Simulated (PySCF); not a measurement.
## How methods differ on the ionisation energy of Ta

Ta [Xe] 4f14 5d3 6s2 (4F) → Ta⁺ [Xe] 4f14 5d3 6s1 (5F), as a difference of total energies. Computed with PySCF 2.14 in aug-cc-pVDZ-PP with ECP60MDF (5s5p4d2f, 54 functions), with a scalar-relativistic core potential. Correlated levels: valence: 5s2 5p6 frozen. The calculations carry no spin-orbit coupling.

```
           method  ionisation energy (eV)
              UHF                   5.760
           M06-2X                   7.893
             BP86                   7.477
    MP2 (valence)                   6.869
SCS-MP2 (valence)                   7.080
```

Question: How much does correlation contribute at MP2 (valence)?

Answer: 6.869 − (5.760) = 1.109 eV, measured against UHF.

Errors of the correlated levels include the incompleteness of this basis and the frozen core.

MP2 underrates the near-degeneracy of ns² with np² in the lower species.

For comparison: 7.573 eV (measured; NIST levels, between the centres of gravity of the two terms).
